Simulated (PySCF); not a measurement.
C₄H₉ClSi.
Z-matrix (Å and degrees, PBE0-D3(BJ)/def2-SVP geometry), rows numbered from 1:
```
Cl
Si  1  2.0819
C   2  1.8890  1  110.86
C   3  1.5396  2  103.35  1   124.74
C   4  1.5332  3  109.09  2   -33.40
C   5  1.5366  4  108.50  3    50.11
H   2  1.4907  1  106.39  3  -127.26
H   3  1.1002  2  114.23  1  -111.89
H   3  1.1028  2  108.08  1     7.14
H   4  1.1044  3  109.46  2    85.52
H   4  1.1019  3  111.73  2  -156.95
H   5  1.1045  4  109.05  3   -68.79
H   5  1.1020  4  111.39  3   173.95
H   6  1.0996  2  114.44  1    25.30
H   6  1.1047  2  108.35  1   144.95
```

Linear response at CAM-B3LYP/def2-SVPD (PySCF, frozen core in the response, non-relativistic).

Static isotropic polarisability: 83.66 au (12.40 Å³), principal values 76.6, 79.7, 94.7 au.

Task: What is the polarisability at 1064 nm and at the sodium D line?

Result: 84.30 au at 1064 nm (+0.8 %), 85.80 au at 589.3 nm (+2.6 %). The rise at 589.3 nm is 3.34 times that at 1064 nm; a pure ω² law gives 3.26. The lowest singlet lies at 170 nm, shorter than both wavelengths.

Task: What is the isotropic C6 coefficient between two such molecules, C6 = (3/π)∫α(iω)² dω?

Result: 2859 au (Eh·bohr⁶) by a ten-point quadrature over imaginary frequencies, which is 1710 eV·Å⁶ or 165 J·nm⁶/mol.

Task: Which effective excitation energy ω̄ makes London's formula C6 = (3/4)α²ω̄ exact here?

Result: ω̄ = 4·C6/(3α²) = 0.545 Eh = 14.8 eV. A one-pole form α(ω) = α/(1 − ω²/ω̄²) fitted to the 1064 nm value gives 13.3 eV.

Task: What molar refraction at the D line follows from R = (4π/3)·N_A·α′, with α′ the polarisability volume?

Result: α′ = 12.71 Å³ gives R = 32.07 cm³/mol, for isolated, non-vibrating species.

Task: What three-body coefficient follows from the one-pole estimate C9 = (3/4)·α·C6?

Result: 179000 au. This is an estimate from the two numbers above, not a computed integral.

Task: How anisotropic is the static polarisability, by Δα² = ½[(α1 − α2)² + (α2 − α3)² + (α3 − α1)²]?

Result: Δα = 16.8 au, or 0.20 of the isotropic value.

One conformer stands for the species.
